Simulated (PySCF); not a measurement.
# Reading the logs of faulty runs: AlB2CH3

These are calculations, not measurements. They come from PySCF 2.14.0, an open-source quantum chemistry program, on an isolated molecule that a program drew, which may never have been made. The molecule is AlB2CH3 (charge 0, singlet), drawn as the SMILES string `BB=[CH][Al]`.

Each row is a Hartree-Fock (HF) and frozen-core CCSD(T) single point in the cc-pV(D+d)Z basis, meant for a local HF minimum. Run 1 is clean. Each other run has one planted mistake out of seven kinds, and not every kind appears here: one electron removed, one electron added, multiplicity raised by two, geometry at a saddle point, minimal basis STO-3G, one bond length entered in bohr, all coordinates scaled. The reference is restricted for singlets and unrestricted otherwise, and also for a bond in bohr. Adding or removing an electron swaps singlet and doublet. Electrons count all cores. HOMO and LUMO are orbital energies over both spins, the gradient is its largest component, and the lowest frequency (negative if imaginary) is given only where the gradient is small. Bond lengths are over the 6 bonds as drawn. T1 is the CCSD diagnostic: over 0.02 (restricted) or 0.045 (unrestricted) a single reference is doubtful.

Geometry of the clean run:
```xyz
7
AlB2CH3, angstrom
B    -0.6290   -1.0432    0.1589
B     0.7853   -0.4359   -0.4829
C     2.0301   -0.0910   -0.9699
Al    3.4610   -1.4683   -0.8004
H    -1.6374   -0.3966    0.1726
H    -0.6554   -2.1499    0.6214
H     2.3118    0.8512   -1.4357
```

```
run,electrons,basis functions,<S^2>,HOMO (eV),LUMO (eV),gradient (hartree/bohr),lowest frequency (cm^-1),mean bond (Å),longest bond (Å),T1,HF (hartree),CCSD(T) (hartree),mistake
1,32,80,0.000,-7.77,0.70,2.8e-05,76,1.4212,1.993,0.0208,-330.82153,-331.21499,no fault
2,32,80,2.041,-6.16,0.17,1.8e-02,-,1.4212,1.993,0.0295,-330.76989,-331.13603,multiplicity raised by two
3,32,80,1.102,-8.28,0.22,3.5e-02,-,1.5825,2.056,0.0792,-330.69847,-331.08004,one bond length entered in bohr
4,32,27,0.000,-4.33,6.29,5.9e-02,-,1.4212,1.993,0.0232,-326.76992,-326.99006,minimal basis STO-3G
5,33,80,0.823,-0.91,5.16,5.9e-02,-,1.4212,1.993,0.0319,-330.82325,-331.23390,one electron added
6,32,80,0.000,-7.96,0.62,4.5e-02,-,1.5448,2.167,0.0233,-330.78284,-331.18788,?
```

**Which mistake was planted in run 6, and what did it cost?**

The mean and the longest bond both change by the same factor, 1.087, and the gradient is no longer small. So the mistake is: all coordinates scaled. Subtracting run 1 and multiplying by 627.51 kcal/mol a hartree, the energy moved by 24.3 kcal/mol in HF and 17.0 kcal/mol in CCSD(T).

Cautions from the logs. Run 1: T1 is over the limit, so its CCSD(T) energy is less reliable; run 3: T1 is over the limit, so its CCSD(T) energy is less reliable; run 4: T1 is over the limit, so its CCSD(T) energy is less reliable; run 6: T1 is over the limit, so its CCSD(T) energy is less reliable.
